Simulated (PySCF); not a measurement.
Predicted microwave data (PBE0/def2-SVPD in PySCF (dipole) on a GFN2-xTB geometry, gas phase) for one isomer of C4H9FSSi:

| Quantity | Value |
| --- | --- |
| Rotational constants | A = 2785, B = 1056, C = 1027 MHz |
| Dipole components | \|μa\| = 0.16 D, \|μb\| = 0.28 D, \|μc\| = 1.11 D |
| Inertial defect | -167.99 u·Å² |
| κ | -0.97 |

Question: Which candidate fits, each taken in the one conformer that was computed?
A. `[CH3:1][CH2:2][SiH2:3][C@@H:4]1[S:5][C@@H:6]1[F:7]` with C1–C2–Si3–C4 -177°, C2–Si3–C4–S5 21°
B. `[CH3:1][SiH2:2][CH2:3][C@@H:4]1[S:5][C@@H:6]1[F:7]` with C1–Si2–C3–C4 -57°, Si2–C3–C4–S5 164°
C. `[F:1][C@@H:2]1[S:3][C@@H:4]1[CH2:5][CH2:6][SiH3:7]` with S3–C4–C5–C6 -161°, C4–C5–C6–Si7 -179°

Answer: A. It is CC[SiH2][C@@H]1S[C@@H]1F, a near-prolate asymmetric top, point group C1. The candidates at the same level (rigid rotor, commonest isotopes):

```csv
SMILES,A (MHz),B (MHz),C (MHz),μa (D),μb (D),μc (D),Δ (u·Å²),point group,rotor
F[C@@H]1S[C@@H]1CC[SiH3],4000,754.5,688.1,0.86,0.39,1.85,-61.68,C1,near-prolate asymmetric top
CC[SiH2][C@@H]1S[C@@H]1F,2785,1056,1027,0.16,0.28,1.11,-167.99,C1,near-prolate asymmetric top
C[SiH2]C[C@@H]1S[C@@H]1F,3251,1060,872.8,1.42,0.16,1.24,-53.26,C1,asymmetric top
```

`C[SiH2]C[C@@H]1S[C@@H]1F` has A 17 % too high; `F[C@@H]1S[C@@H]1CC[SiH3]` has A 44 % too high. No structure here is proved a minimum.
